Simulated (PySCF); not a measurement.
**Telling isomers of C$_{6}$H$_{5}$F$_{3}$NP apart by NMR**

PySCF 2.14.0 with density-fitted response routines calculation with GFN2-xTB structure and PBE0/pcSseg-1 with gauge-including orbitals; no solvent model, equivalent nuclei averaged, a single conformation, no relativistic terms.

δ = σ(ref) − σ, references computed at the same level: 1H (31.72 ppm) and 13C (186.93 ppm) against TMS. Splittings of carbon signals by F and P are missing where no couplings were computed. Where no couplings were computed, multiplicities follow the n + 1 count of equivalent neighbours, and m marks all less simple cases (inequivalent or close neighbours, rings, F or P nearby). Shifts are as computed. Against solution values, carbons near 30 ppm lie about +3 ppm off and those near 130 ppm about +5 ppm. Of 1211 compounds with measured shifts, 218 miss one by over three times the rms of a fit or turn the order of signals round; such compounds aren't used in these exercises.

(1) Tabulate the signals of `Cc1cc(C(F)(F)F)ncp1`, `Cc1ccpc(C(F)(F)F)n1`, `Cc1pccnc1C(F)(F)F` and their relative energies.

(2) What is the quickest way to tell Cc1cc(C(F)(F)F)ncp1 from Cc1pccnc1C(F)(F)F?

(3) What is the quickest way to tell Cc1cc(C(F)(F)F)ncp1 from Cc1ccpc(C(F)(F)F)n1?

(4) What is the quickest way to tell Cc1ccpc(C(F)(F)F)n1 from Cc1pccnc1C(F)(F)F?

Answers

(1) 
```json
{"SMILES": "Cc1cc(C(F)(F)F)ncp1", "carbon types": "3×C 2×CH 1×CH3", "δC": "194.5, 191.4, 152.7, 132.8, 129.0, 28.3", "δH": "10.63 (m, 1H), 8.11 (m, 1H), 3.05 (m, 3H)", "E rel. (kcal/mol)": "2.1"}
{"SMILES": "Cc1ccpc(C(F)(F)F)n1", "carbon types": "3×C 2×CH 1×CH3", "δC": "193.5, 175.7, 163.3, 131.1, 130.3, 29.4", "δH": "9.72 (m, 1H), 7.82 (m, 1H), 3.00 (s, 3H)", "E rel. (kcal/mol)": "0.0"}
{"SMILES": "Cc1pccnc1C(F)(F)F", "carbon types": "3×C 2×CH 1×CH3", "δC": "173.4, 161.9, 153.7, 153.3, 132.0, 24.5", "δH": "9.32 (m, 1H), 9.07 (m, 1H), 3.30 (m, 3H)", "E rel. (kcal/mol)": "2.2"}
```

Energies are electronic energies at PBE0/pcSseg-1 on these geometries, without zero-point or thermal terms, each for the one conformer computed, which needn't be the lowest.

(2) Both give the same number of carbon signals, with the same numbers of each carbon type, so the positions decide. The first has an aromatic CH next to a ring nitrogen at 191.4 ppm, the second an aromatic CH at 161.9 ppm. Their most deshielded carbons lie at 194.5 and 173.4 ppm. In the proton spectra the most deshielded non-exchanging signals are 10.63 (m, 1H) and 9.32 (m, 1H).

(3) Both give the same number of carbon signals, with the same numbers of each carbon type, so the positions decide. The first has an aromatic CH next to a ring nitrogen at 191.4 ppm, the second an aromatic CH at 175.7 ppm. Their most deshielded carbons lie at 194.5 and 193.5 ppm. In the proton spectra the most deshielded non-exchanging signals are 10.63 (m, 1H) and 9.72 (m, 1H).

(4) Both give the same number of carbon signals, with the same numbers of each carbon type, so the positions decide. The first has an aromatic CH at 130.3 ppm, the second an aromatic CH next to a ring nitrogen at 153.7 ppm. Their most deshielded carbons lie at 193.5 and 173.4 ppm. In the proton spectra the most deshielded non-exchanging signals are 9.72 (m, 1H) and 9.32 (m, 1H).
